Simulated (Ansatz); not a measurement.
Cost and result for the atomization energy of C₅H₁₄F₂Si₂, SMILES `C[Si](C)(C)C[Si](C)(F)F` (23 atoms, 22 bonds).

```xyz
23

C    -2.0678   -0.1735    1.0563
Si   -1.0457    0.3802   -0.4098
C    -1.6357    2.0633   -0.9882
C    -1.1924   -0.8517   -1.8104
C     0.7669    0.5460    0.1045
Si    1.6425   -0.9449    0.7287
C     3.4101   -0.7126    1.2085
F     0.8589   -1.5258    1.9953
F     1.5785   -2.0973   -0.3776
H    -1.7492   -1.1534    1.4184
H    -3.1249   -0.2385    0.7844
H    -1.9805    0.5310    1.8880
H    -1.5533    2.8082   -0.1920
H    -1.0497    2.4182   -1.8404
H    -2.6835    2.0225   -1.2987
H    -0.8552   -1.8449   -1.5058
H    -0.5896   -0.5467   -2.6702
H    -2.2308   -0.9322   -2.1434
H     0.8297    1.3192    0.8807
H     1.3300    0.9282   -0.7564
H     4.0027   -0.3714    0.3564
H     3.5028    0.0289    2.0056
H     3.8364   -1.6529    1.5660
```

The species carries charge 0 and has multiplicity 1. The geometry is a stationary point of PBE0-D4/def2-TZVP. It is one conformer, not always the lowest. Program: Ansatz. All runs use 6 threads of an AMD EPYC 7R13 on a shared host and a share of an NVIDIA H100 80 GB. Times are those of one run each, without the atoms' runs, and a repeat can differ threefold. Electronic energies, without spin–orbit coupling; frozen cores. CCSD(T)/CBS adds CCSD(T) − MP2 in def2-TZVPP to the MP2 limit, and its time is that of the two runs behind it. T1 = 0.010. B3LYP takes the VWN-RPA correlation (the form of Gaussian; ORCA's B3LYP/G). HSE06 is the plane-wave form, built on full-range PBE exchange.

CCSD(T)/CBS is a level of theory with its own doubt, some kJ/mol a heavy atom from the limit and from the frozen cores, so smaller differences don't rank the functionals.

```csv
level,functions,wall time
PBE-D4/def2-TZVPP (with forces),497,3.4 s
BHLYP-D4/def2-TZVPP,497,3.6 s
CAM-B3LYP-D4/def2-TZVPP,497,3.9 s
r2SCAN-D4/def2-TZVPP (with forces),497,4 s
CCSD(T)/def2-SVP,204,4 s
LDA (SPW92)/def2-TZVPP,497,4.3 s
HSE06-D4/def2-TZVPP,497,4.3 s
B97M-V/def2-TZVPP,497,4.6 s
B2PLYP/def2-TZVPP,497,4.6 s
B3LYP-D4/def2-TZVPP (with forces),497,5.5 s
MP2/def2-QZVPP,959,8 s
CCSD(T)/def2-TZVPP,497,53 s
CCSD(T)/CBS(def2),–,61 s
```

Q: What atomization energy does each give, and how far from CCSD(T)/CBS? (Estimate.)

A: Computed: 
```tsv
level	atomization (kJ/mol)	difference from CCSD(T)/CBS	per bond
PBE-D4/def2-TZVPP (with forces)	9241.7	82.7	3.8
BHLYP-D4/def2-TZVPP	8959.9	-199.1	-9.1
CAM-B3LYP-D4/def2-TZVPP	9186.9	27.9	1.3
r2SCAN-D4/def2-TZVPP (with forces)	9174.7	15.7	0.7
CCSD(T)/def2-SVP	8664.0	-495.0	-22.5
LDA (SPW92)/def2-TZVPP	10276.7	1117.7	50.8
HSE06-D4/def2-TZVPP	9157.1	-1.9	-0.1
B97M-V/def2-TZVPP	9174.0	15.0	0.7
B2PLYP/def2-TZVPP	9045.5	-113.5	-5.2
B3LYP-D4/def2-TZVPP (with forces)	9134.4	-24.6	-1.1
MP2/def2-QZVPP	9190.4	31.4	1.4
CCSD(T)/def2-TZVPP	8950.4	-208.6	-9.5
CCSD(T)/CBS(def2)	9159.0	0.0	0.0
```

Leaving LDA and LC-ωPBE aside and taking each functional with its dispersion term where it has one, the values spread over 281.8 kJ/mol, from BHLYP-D4 to PBE-D4. LDA lies +1095.4 kJ/mol from PBE without D4, its usual overbinding. In def2-TZVPP, CCSD(T) changes the Hartree–Fock value by +1956.3 kJ/mol (the triples alone add +103.5 kJ/mol) and MP2 by +2072.1 kJ/mol; breaking electron pairs costs correlation energy, which Hartree–Fock lacks. From PBE to PBE0 (25 % exact exchange), in def2-TZVPP and without D4, the atomization energy moves by −80.4 kJ/mol: exact exchange takes away binding that semilocal exchange gives to molecules.
